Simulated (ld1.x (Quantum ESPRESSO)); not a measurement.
## Which change was made? (H, TM)

```
Element                 : H
Generator               : ld1.x (Quantum ESPRESSO) 7.5
Type                    : norm-conserving Troullier–Martins (Kleinman–Bylander form)
Functional              : PBE
Relativity              : scalar-relativistic
Frozen core             : none
Valence charge          : 1
Reference configuration : 1s0.75 (charge +0.25)
Partial waves           : 1s (bound): rc 1.40 bohr
Local potential         : the s channel
Core correction         : none
```

Cutoffs, loose and tight: the cutoffs (Ry, on a coarse ladder) from which the occupation-weighted sum of valence levels, in a spherical-Bessel basis at the reference potential, stays within 10 and 1 mRy of its value at 400 Ry. They do not see the model core or the augmentation charge, which bear on the density cutoff. Test errors are all-electron minus pseudo excitation energies from the reference, over the configurations 1s1; 1s0.5; variants that change the core or the reference have their own tests.

The base gives: outcome: generated; cutoff, loose: 18 Ry; cutoff, tight: 30 Ry; bound ghosts: none; largest test error (meV): +0.8.

**Question.** After one change the result is: outcome: generated; cutoff, loose: 21 Ry; cutoff, tight: 35 Ry; bound ghosts: none; largest test error (meV): +0.4. Which change was it?
A. wave 1s (bound): rc 1.40 bohr becomes 1s (bound): rc 1.64 bohr
B. wave 1s (bound): rc 1.40 bohr becomes 1s (bound): rc 0.94 bohr
C. wave 1s (bound): rc 1.40 bohr becomes 1s (bound): rc 1.18 bohr

**Answer.** C. The others give: wave 1s (bound): rc 1.40 bohr becomes 1s (bound): rc 1.64 bohr → outcome: generated; cutoff, loose: 15 Ry; cutoff, tight: 25 Ry; bound ghosts: none; largest test error (meV): +1.7 | wave 1s (bound): rc 1.40 bohr becomes 1s (bound): rc 0.94 bohr → outcome: generated; cutoff, loose: 25 Ry; cutoff, tight: 50 Ry; bound ghosts: none; largest test error (meV): +0.1.
